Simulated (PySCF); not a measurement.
# Computed records: BClGeH4, BGeH5O, BGeH3

Computed with PySCF 2.14.0. Calculation on a computer-drawn molecule: optimised geometry and harmonic frequencies of an isolated molecule of the commonest isotopes, restricted reference for singlets and unrestricted otherwise, frozen core in MP2; on germanium a core potential holds 10 electrons, which the energies leave out, and 3d is frozen in MP2 and coupled-cluster steps.

Common to all runs: charge 0; multiplicity 1; basis and core potential on germanium cc-pVDZ-PP ECP10MDF.

(1) BClGeH4

Start structure:
```xyz
7
BClGeH4
B      0.3117    -0.3244    -0.4071
Ge    -0.2091    -0.6840     1.4533
Cl     0.4343     1.0547     2.5440
H      1.4005    -0.6516    -0.8574
H     -0.3694     0.1703    -1.2604
H      0.4257    -1.8202     2.1767
H     -1.6862    -0.7596     1.7810
```

| Quantity | Value |
| --- | --- |
| method | HF |
| basis | cc-pV(D+d)Z |
| rotational constants | 9.632, 3.464, 2.691 GHz |
| total energy | -779.9026 hartree |
| convergence status largest gradient component | 2.453e-05 hartree/bohr |

Drawn bonds:
```
atom  other atom  order
   1           2      1
   2           3      1
   1           4      1
   1           5      1
   2           6      1
   2           7      1
```

Optimised structure:
```xyz
7
BClGeH4
B      0.3367    -0.3447    -0.4745
Ge    -0.2405    -0.7070     1.4953
Cl     0.4748     1.1071     2.5153
H      1.4403    -0.6318    -0.8342
H     -0.4110     0.1997    -1.2325
H      0.4501    -1.8746     2.1970
H     -1.7429    -0.7636     1.7638
```

Modes:
```
frequency (cm⁻¹)  reduced mass (dalton)
           46.46                  1.037
           128.4                  4.062
           405.5                  39.68
           436.6                  1.037
             580                  4.646
             650                  1.079
           787.1                  1.189
           799.1                  1.063
           957.5                  1.131
           968.3                  1.185
            1254                  1.139
            2242                  1.025
            2252                  1.016
            2703                  1.051
            2799                  1.129
```

(2) BClGeH4

Start structure:
```xyz
7
BClGeH4
B      0.3367    -0.3447    -0.4745
Ge    -0.2405    -0.7070     1.4953
Cl     0.4748     1.1071     2.5153
H      1.4403    -0.6318    -0.8342
H     -0.4110     0.1997    -1.2325
H      0.4501    -1.8746     2.1970
H     -1.7429    -0.7636     1.7638
```

| Property | Result |
| --- | --- |
| method | MP2 |
| basis | cc-pV(D+d)Z |
| rotational constants | 9.14, 3.613, 2.74 GHz |
| total energy | -780.2141 hartree |
| convergence status largest gradient component | 2.777e-05 hartree/bohr |

Drawn bonds:
```
atom  other atom  order
   1           2      1
   2           3      1
   1           4      1
   1           5      1
   2           6      1
   2           7      1
```

Optimised structure:
```xyz
7
BClGeH4
B      0.3359    -0.3432    -0.4555
Ge    -0.2544    -0.7419     1.4930
Cl     0.4822     1.1204     2.4006
H      1.4444    -0.6356    -0.8213
H     -0.3913     0.2719    -1.1909
H      0.4507    -1.8895     2.2260
H     -1.7600    -0.7970     1.7784
```

Modes:
```
frequency (cm⁻¹)  reduced mass (dalton)
           90.71                  4.231
           124.2                  1.025
           408.6                  39.86
           418.5                  1.033
             577                  4.582
           616.2                  1.076
           748.1                  1.208
           754.9                  1.049
           911.6                  1.035
           930.1                  1.312
            1200                  1.143
            2201                  1.016
            2201                  1.025
            2650                  1.051
            2753                  1.129
```

(3) BGeH5O

Start structure:
```xyz
8
BGeH5O
B     -0.4369     0.5510    -2.5629
Ge     0.9761    -0.4103    -1.4533
O      1.3319     0.7836    -0.1098
H     -0.8517     0.0007    -3.5507
H     -0.7999     1.5916    -2.3496
H      0.5412    -1.6771    -0.7187
H      2.2690    -0.7751    -2.0516
H      1.9500     0.4572     0.5482
```

| Item | Value |
| --- | --- |
| method | HF |
| basis | cc-pVDZ |
| rotational constants | 14.22, 6.06, 4.483 GHz |
| total energy | -395.8170 hartree |
| convergence status largest gradient component | 1.096e-05 hartree/bohr |

Drawn bonds:
```
atom  other atom  order
   1           2      1
   2           3      1
   1           4      1
   1           5      1
   2           6      1
   2           7      1
   3           8      1
```

Optimised structure:
```xyz
8
BGeH5O
B     -0.4264     0.5250    -2.6018
Ge     0.9775    -0.3776    -1.3684
O      1.3723     0.7662    -0.0489
H     -0.8335    -0.0624    -3.5640
H     -0.8418     1.6231    -2.3734
H      0.4462    -1.6806    -0.7445
H      2.2749    -0.7227    -2.1214
H      2.0104     0.4507     0.5740
```

Modes:
```
frequency (cm⁻¹)  reduced mass (dalton)
           99.24                  1.035
           185.4                  3.235
           226.7                  1.077
             415                  1.129
           576.2                   4.16
           655.1                  1.254
           723.6                  11.66
           732.2                  1.078
           860.9                   1.07
           951.5                  1.028
             973                  1.227
           973.1                  1.234
            1254                  1.146
            2177                  1.024
            2198                  1.016
            2692                  1.053
            2785                  1.126
            4160                  1.067
```

(4) BGeH3

Start structure:
```xyz
5
BGeH3
B      0.4737    -0.3230     1.0042
Ge     1.0296     0.1409    -0.9042
H      1.2265    -0.4628     1.8716
H     -0.6678    -0.6104     1.2064
H      0.7854     1.6096    -0.3673
```

| Quantity | Value |
| --- | --- |
| method | HF |
| basis | cc-pVDZ |
| rotational constants | 109.1, 9.084, 9.022 GHz |
| total energy | -319.7378 hartree |
| convergence status largest gradient component | 2.298e-05 hartree/bohr |

Drawn bonds:
```
atom  other atom  order
   1           2      1
   1           3      1
   1           4      1
   2           5      1
```

Optimised structure:
```xyz
5
BGeH3
B      0.4483    -0.3897     1.0215
Ge     1.0487     0.1898    -0.8894
H      1.2413    -0.5098     1.9184
H     -0.7017    -0.6473     1.2643
H      0.8108     1.7112    -0.5042
```

Modes:
```
frequency (cm⁻¹)  reduced mass (dalton)
           398.2                  1.116
           404.6                  1.026
           498.6                  1.062
           528.7                  4.408
           964.7                  1.339
            1224                  1.148
            1986                  1.021
            2649                  1.053
            2728                  1.122
```
